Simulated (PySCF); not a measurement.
Br2Zn, singlet, geometry from GFN2-xTB of the parent state (such geometries of metal compounds can be far from the true shape); M062X/def2-SV(P) in PySCF.

PySCF was given this input:
```python
from pyscf import gto, scf, dft

mol = gto.M(
    atom='''
Zn   -0.65103938   -0.87546759   -1.10303552
Br    0.14629806    1.61838306   -0.43563739
Br    0.41173569   -0.86798227    1.38109641
''',
    basis='def2-sv(p)',
    verbose=4,
)

mf = dft.RKS(mol)
mf.xc = 'm062x'
mf.kernel()
```

Output, abridged:

```
PySCF version 2.14.0

[INPUT] verbose = 4
[INPUT] num. atoms = 3
[INPUT] num. electrons = 100
[INPUT] charge = 0
[INPUT] spin (= nelec alpha-beta = 2S) = 0
[INPUT] symmetry False subgroup None
[INPUT] Mole.unit = angstrom
[INPUT] Symbol           X                Y                Z      unit          X                Y                Z       unit  Magmom
[...]
nuclear repulsion = 621.020728743029
number of shells = 34
number of NR pGTOs = 214
number of NR cGTOs = 88
basis = def2-sv(p)
ecp = {}

******** <class 'pyscf.dft.rks.RKS'> ********
method = RKS
initial guess = minao
damping factor = 0
level_shift factor = 0
DIIS = <class 'pyscf.scf.diis.CDIIS'>
diis_start_cycle = 1
diis_space = 8
diis_damp = 0
SCF conv_tol = 1e-09
SCF conv_tol_grad = None
SCF max_cycles = 50
direct_scf = True
direct_scf_tol = 1e-13
XC library pyscf.dft.libxc version 7.1.2
    S. Lehtola, C. Steigemann, M. J. T. Oliveira, and M. A. L. Marques,  SoftwareX 7, 1–5 (2018)
XC functionals = m062x
    Y. Zhao and D. G. Truhlar,  Theor. Chem. Acc. 120, 215 (2008)
    Y. Zhao and D. G. Truhlar,  Theor. Chem. Acc. 120, 215 (2008)
radial grids:
    Treutler-Ahlrichs [JCP 102, 346 (1995); DOI:10.1063/1.469408] (M4) radial grids

becke partition: Becke, JCP 88, 2547 (1988); DOI:10.1063/1.454033
pruning grids: <function nwchem_prune>
grids dens level: 3
symmetrized grids: False
atomic radii adjust function: <function treutler_atomic_radii_adjust>
small_rho_cutoff = 0
Set gradient conv threshold to 3.16228e-05
Initial guess from minao.
tot grids = 61488
init E= -6924.29386750649
[...]
cycle= 1 E= -6926.7614067164  delta_E= -2.47  |g|= 0.456  |ddm|= 2.19
[...]
cycle= 2 E= -6926.18555552418  delta_E= 0.576  |g|= 1.19  |ddm|= 3.43
[...]
cycle= 3 E= -6926.8674730069  delta_E= -0.682  |g|= 0.112  |ddm|= 3.13
[...]
cycle= 4 E= -6926.88022269204  delta_E= -0.0127  |g|= 0.0501  |ddm|= 0.422
[...]
cycle= 5 E= -6926.88118742709  delta_E= -0.000965  |g|= 0.0233  |ddm|= 0.0848
[...]
cycle= 6 E= -6926.88138261516  delta_E= -0.000195  |g|= 0.00926  |ddm|= 0.0376
[...]
cycle= 7 E= -6926.88142106311  delta_E= -3.84e-05  |g|= 0.00333  |ddm|= 0.0186
[...]
cycle= 8 E= -6926.88142798671  delta_E= -6.92e-06  |g|= 0.00148  |ddm|= 0.00893
[...]
cycle= 9 E= -6926.88143030739  delta_E= -2.32e-06  |g|= 0.000319  |ddm|= 0.00595
[...]
cycle= 10 E= -6926.88143061123  delta_E= -3.04e-07  |g|= 8.66e-05  |ddm|= 0.0025
[...]
cycle= 11 E= -6926.88143063854  delta_E= -2.73e-08  |g|= 3.71e-05  |ddm|= 0.000812
[...]
cycle= 12 E= -6926.88143064249  delta_E= -3.95e-09  |g|= 2.15e-05  |ddm|= 0.000294
[...]
cycle= 13 E= -6926.88143064556  delta_E= -3.07e-09  |g|= 2.03e-05  |ddm|= 0.000251
[...]
cycle= 14 E= -6926.88143064747  delta_E= -1.91e-09  |g|= 2e-05  |ddm|= 0.000153
[...]
cycle= 15 E= -6926.881430642  delta_E= 5.47e-09  |g|= 1.88e-05  |ddm|= 0.000452
[...]
cycle= 16 E= -6926.88143062547  delta_E= 1.65e-08  |g|= 1.57e-05  |ddm|= 0.00167
[...]
cycle= 17 E= -6926.88143061184  delta_E= 1.36e-08  |g|= 7.4e-06  |ddm|= 0.00242
[...]
cycle= 18 E= -6926.88143060959  delta_E= 2.26e-09  |g|= 3.82e-06  |ddm|= 0.00128
[...]
cycle= 19 E= -6926.88143060952  delta_E= 6.37e-11  |g|= 8.29e-07  |ddm|= 0.000187
[...]
Extra cycle  E= -6926.88143060955  delta_E= -2.46e-11  |g|= 5.02e-07  |ddm|= 3.88e-06
converged SCF energy = -6926.88143060955
```
